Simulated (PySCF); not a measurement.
Record of a relaxation.

Species: C3H10Si2.
Numbering: `[CH2:1]=[CH:2][Si@@H:3]([CH3:4])[SiH3:5]` (hydrogens: H6, H7 on C1; H8 on C2; H9 on Si3; H10, H11, H12 on C4; H13, H14, H15 on Si5)

Method: PBE0-D3(BJ)/def2-SVP geometry optimisation, gas phase in PySCF 2.14.0; density fitting, grid level 1; the optimiser is geomeTRIC in internal coordinates, started from a GFN2-xTB structure with every atom displaced at random (about 0.01 Å). 8 of its 9 geometries are shown. The frame can shift and turn from step to step; on so coarse a grid that alone can change the energy by a few meV, and forces under 0.02 eV/Å are noise.

Step 0: E = -19010.9311 eV, largest atomic force 2.093 eV/Å
```
atom  x, y, z in Å  |  force x, y, z in eV/Å
C1     -1.894   -1.780   -0.451   -0.257   0.188  -0.731
C2     -1.208   -0.925    0.283    1.022   0.689   0.010
Si3     0.003    0.345   -0.400   -0.300   0.357   1.268
C4     -0.243    1.979    0.550   -1.673  -1.218   0.310
Si5     2.211   -0.372   -0.125   -0.457   0.303  -0.003
H6     -1.858   -1.736   -1.534    0.076  -0.118  -0.446
H7     -2.584   -2.483   -0.035   -0.547  -0.713   0.432
H8     -1.292   -0.976    1.359   -0.100  -0.076   0.712
H9     -0.339    0.589   -1.785   -0.074   0.041  -1.040
H10    -1.305    2.316    0.465    0.438  -0.231  -0.099
H11     0.362    2.763    0.189    1.133   1.279  -0.636
H12    -0.063    1.861    1.621    0.206  -0.114   0.291
H13     2.534   -0.605    1.279    0.008  -0.103   0.775
H14     2.482   -1.606   -0.828    0.112  -0.874  -0.534
H15     3.177    0.615   -0.595    0.415   0.591  -0.308
```

Step 1: E = -19011.1244 eV, largest atomic force 0.497 eV/Å
```
atom  x, y, z in Å  |  force x, y, z in eV/Å
C1     -1.789   -1.764   -0.388   -0.076  -0.022   0.015
C2     -1.096   -0.907    0.370   -0.057   0.091   0.131
Si3    -0.023    0.486   -0.282   -0.053  -0.103  -0.297
C4     -0.449    2.093    0.597    0.321   0.368  -0.090
Si5     2.221   -0.148   -0.002    0.029   0.017   0.094
H6     -1.754   -1.722   -1.482   -0.020  -0.001  -0.027
H7     -2.436   -2.537    0.048    0.094   0.004  -0.035
H8     -1.182   -1.003    1.464    0.018  -0.024  -0.069
H9     -0.287    0.636   -1.763    0.033  -0.041   0.184
H10    -1.500    2.350    0.404   -0.076   0.006   0.016
H11     0.178    2.937    0.233   -0.192  -0.310   0.112
H12    -0.305    2.013    1.686   -0.004  -0.027  -0.006
H13     2.490   -0.366    1.460    0.025  -0.004  -0.071
H14     2.500   -1.431   -0.728   -0.025   0.073   0.031
H15     3.174    0.899   -0.498   -0.017  -0.028   0.013
```

Step 2: E = -19011.1342 eV, largest atomic force 0.141 eV/Å
```
atom  x, y, z in Å  |  force x, y, z in eV/Å
C1     -1.795   -1.757   -0.393   -0.001  -0.055   0.036
C2     -1.110   -0.905    0.378   -0.028   0.083  -0.035
Si3    -0.033    0.480   -0.285   -0.056  -0.029  -0.040
C4     -0.438    2.096    0.592    0.072   0.116  -0.037
Si5     2.213   -0.143    0.006   -0.004   0.024   0.052
H6     -1.773   -1.696   -1.487    0.010   0.011   0.004
H7     -2.406   -2.562    0.031   -0.017   0.003  -0.005
H8     -1.184   -1.016    1.470    0.027  -0.051  -0.024
H9     -0.299    0.619   -1.756    0.010  -0.024   0.024
H10    -1.491    2.364    0.412    0.005  -0.005   0.023
H11     0.193    2.921    0.222   -0.028  -0.051   0.018
H12    -0.283    2.013    1.679   -0.001  -0.022   0.000
H13     2.494   -0.355    1.463    0.012  -0.005  -0.010
H14     2.492   -1.424   -0.715    0.002   0.001  -0.006
H15     3.162    0.901   -0.498   -0.004   0.004  -0.002
```

Step 3: E = -19011.1368 eV, largest atomic force 0.091 eV/Å
```
atom  x, y, z in Å  |  force x, y, z in eV/Å
C1     -1.808   -1.765   -0.393    0.055   0.046  -0.056
C2     -1.120   -0.907    0.369   -0.019  -0.003   0.019
Si3    -0.041    0.478   -0.291   -0.045  -0.014   0.045
C4     -0.424    2.100    0.590   -0.058  -0.056   0.004
Si5     2.207   -0.135    0.014   -0.012   0.006   0.011
H6     -1.792   -1.696   -1.487   -0.024  -0.020  -0.004
H7     -2.409   -2.576    0.032   -0.010   0.007   0.010
H8     -1.178   -1.032    1.459    0.020  -0.010   0.034
H9     -0.304    0.612   -1.759    0.004  -0.004  -0.049
H10    -1.476    2.381    0.421    0.018   0.002   0.016
H11     0.213    2.914    0.219    0.053   0.062  -0.032
H12    -0.262    2.007    1.674    0.004  -0.010   0.004
H13     2.492   -0.348    1.469    0.000  -0.002   0.014
H14     2.494   -1.412   -0.709    0.015  -0.018  -0.013
H15     3.149    0.914   -0.490   -0.002   0.014  -0.004
```

Step 5: E = -19011.1387 eV, largest atomic force 0.029 eV/Å
```
atom  x, y, z in Å  |  force x, y, z in eV/Å
C1     -1.820   -1.759   -0.399   -0.027   0.010   0.004
C2     -1.125   -0.915    0.373    0.013  -0.011  -0.007
Si3    -0.050    0.468   -0.293    0.004   0.015   0.020
C4     -0.411    2.096    0.585   -0.013  -0.024  -0.001
Si5     2.202   -0.129    0.021    0.002  -0.011  -0.015
H6     -1.825   -1.670   -1.492    0.003  -0.004   0.000
H7     -2.419   -2.575    0.021    0.001   0.000   0.000
H8     -1.164   -1.062    1.462    0.005  -0.002  -0.006
H9     -0.312    0.593   -1.763    0.004  -0.003  -0.001
H10    -1.461    2.392    0.434   -0.001   0.007  -0.001
H11     0.235    2.903    0.205    0.004   0.008  -0.001
H12    -0.235    1.998    1.667    0.007   0.007   0.001
H13     2.486   -0.334    1.478   -0.006   0.000   0.002
H14     2.513   -1.404   -0.699    0.007   0.005   0.004
H15     3.129    0.935   -0.483   -0.002   0.002   0.003
```

Step 6: E = -19011.1392 eV, largest atomic force 0.043 eV/Å
```
atom  x, y, z in Å  |  force x, y, z in eV/Å
C1     -1.837   -1.755   -0.399   -0.014   0.008   0.000
C2     -1.124   -0.921    0.367   -0.004  -0.011   0.018
Si3    -0.049    0.463   -0.295    0.004  -0.005  -0.034
C4     -0.405    2.092    0.584    0.021   0.025  -0.003
Si5     2.205   -0.126    0.023    0.004  -0.006  -0.005
H6     -1.857   -1.662   -1.491    0.006   0.001  -0.003
H7     -2.434   -2.570    0.026    0.002   0.007  -0.003
H8     -1.152   -1.076    1.455    0.010   0.000  -0.005
H9     -0.308    0.589   -1.767    0.004  -0.001   0.021
H10    -1.454    2.392    0.438   -0.003  -0.002  -0.004
H11     0.243    2.897    0.202   -0.026  -0.032   0.014
H12    -0.224    1.992    1.665    0.003   0.008  -0.001
H13     2.482   -0.331    1.482   -0.002   0.000  -0.005
H14     2.534   -1.397   -0.697   -0.002   0.010   0.005
H15     3.124    0.948   -0.473   -0.003  -0.003   0.004
```

Step 7: E = -19011.1395 eV, largest atomic force 0.043 eV/Å
```
atom  x, y, z in Å  |  force x, y, z in eV/Å
C1     -1.851   -1.747   -0.399   -0.002   0.010  -0.004
C2     -1.123   -0.927    0.368   -0.006  -0.005   0.017
Si3    -0.048    0.456   -0.296    0.015  -0.010  -0.030
C4     -0.402    2.086    0.582    0.025   0.035   0.001
Si5     2.208   -0.125    0.023    0.002   0.004   0.005
H6     -1.877   -1.640   -1.490   -0.007  -0.007  -0.004
H7     -2.452   -2.561    0.022    0.003   0.005  -0.003
H8     -1.139   -1.091    1.455    0.005  -0.001  -0.005
H9     -0.307    0.581   -1.768   -0.002   0.000   0.018
H10    -1.451    2.388    0.441   -0.003  -0.007  -0.004
H11     0.246    2.889    0.196   -0.024  -0.028   0.011
H12    -0.215    1.989    1.663   -0.002   0.004  -0.002
H13     2.480   -0.329    1.484    0.001  -0.002  -0.005
H14     2.552   -1.392   -0.696   -0.005   0.005   0.001
H15     3.120    0.958   -0.466    0.001  -0.004   0.003
```

Step 8: E = -19011.1398 eV, largest atomic force 0.025 eV/Å
```
atom  x, y, z in Å  |  force x, y, z in eV/Å
C1     -1.866   -1.736   -0.399    0.002   0.006  -0.002
C2     -1.119   -0.933    0.367   -0.006   0.006   0.006
Si3    -0.043    0.450   -0.297    0.013  -0.010  -0.012
C4     -0.399    2.079    0.580    0.011   0.022   0.004
Si5     2.214   -0.124    0.025   -0.001   0.009   0.011
H6     -1.908   -1.618   -1.488   -0.004  -0.004  -0.002
H7     -2.471   -2.548    0.022    0.000   0.001  -0.001
H8     -1.122   -1.107    1.452    0.004  -0.006  -0.001
H9     -0.304    0.576   -1.768   -0.004   0.000   0.003
H10    -1.449    2.379    0.440   -0.003  -0.009  -0.001
H11     0.245    2.883    0.191   -0.007  -0.007   0.001
H12    -0.208    1.986    1.661   -0.005  -0.002  -0.001
H13     2.480   -0.330    1.486    0.003  -0.003  -0.003
H14     2.570   -1.386   -0.697   -0.005  -0.002  -0.004
H15     3.121    0.967   -0.457    0.002  -0.003   0.001
```

Task: Summarise the path.

Result: The energy falls by 20.14 kJ/mol from step 0 to step 8; nine tenths of that is first reached at step 1. It falls at every step. The largest force goes from 2.093 to 0.025 eV/Å. Among the bonds Si3–H9 changes most, from 1.447 to 1.499 Å; the atoms move by 0.101 Å rms after alignment.

Task: Follow the three bonds and two angles with the largest change from start to end.

Result: 
```csv
step,E above end (kJ/mol),largest force (eV/Å),Si3–H9 (Å),Si5–H14 (Å),C4–H11 (Å),Si5–Si3–H9 (°),C2–Si3–C4 (°)
0,20.14,2.093,1.447,1.446,1.054,112.8,108.3
1,1.49,0.497,1.511,1.501,1.113,108.1,110.0
2,0.54,0.141,1.501,1.496,1.103,108.4,110.2
3,0.29,0.091,1.497,1.495,1.098,108.6,110.7
4,0.17,0.098,1.497,1.496,1.098,108.6,111.1
5,0.10,0.029,1.499,1.497,1.100,108.6,111.3
6,0.06,0.043,1.501,1.497,1.102,108.6,111.4
7,0.03,0.043,1.500,1.497,1.102,108.7,111.4
8,0.00,0.025,1.499,1.496,1.101,108.8,111.4
```

The cost below is that of the whole optimisation. On one thread of an Arm Neoverse V1, no GPU (shared host), this took 60 s of wall time and 0.54 GiB of memory at its peak.
